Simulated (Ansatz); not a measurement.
`C[CH2][Mg][CH3]` + `FCCCCl` → `[CH3][Mg][F]` + `CCCCCCl`  (formal exchange of groups at a Mg–C bond)

Gas-phase electronic energies from Ansatz, PBE0-D4/def2-TZVP geometries. CCSD(T)/CBS adds triple-zeta CCSD(T) − MP2 to the extrapolated MP2 energy (def2 sets, frozen cores). For Mg outer-core shells are correlated without core-valence functions, which leaves a few kJ/mol of doubt a bond. Each species was taken in one conformer, which may not be the lowest.

| species | MP2/def2-TZVPP energy (Eh) |
| --- | --- |
| `C[CH2][Mg][CH3]` | -318.63126 |
| `FCCCCl` | -677.09417 |
| `[CH3][Mg][F]` | -339.42055 |
| `CCCCCCl` | -656.40845 |

Q: Work out ΔE.

A: ΔE = (-339.42055) + (-656.40845) − (-318.63126) − (-677.09417) = -0.10357 Eh = -271.9 kJ/mol. CCSD(T)/CBS gives -262.7 kJ/mol.

Largest T1 diagnostic among the species: 0.010.

The D4 term adds −5.2 kJ/mol with B3LYP and −3.1 kJ/mol with PBE0; it sums over pairs of atoms, weighted by their polarisabilities, and B3LYP, whose exchange is more repulsive, gets the larger term. From PBE to PBE0 (25 % exact exchange), in def2-TZVPP and without D4, ΔE moves by −6.1 kJ/mol.

B3LYP here is the variant with VWN-RPA as its local correlation; programs differ in this.
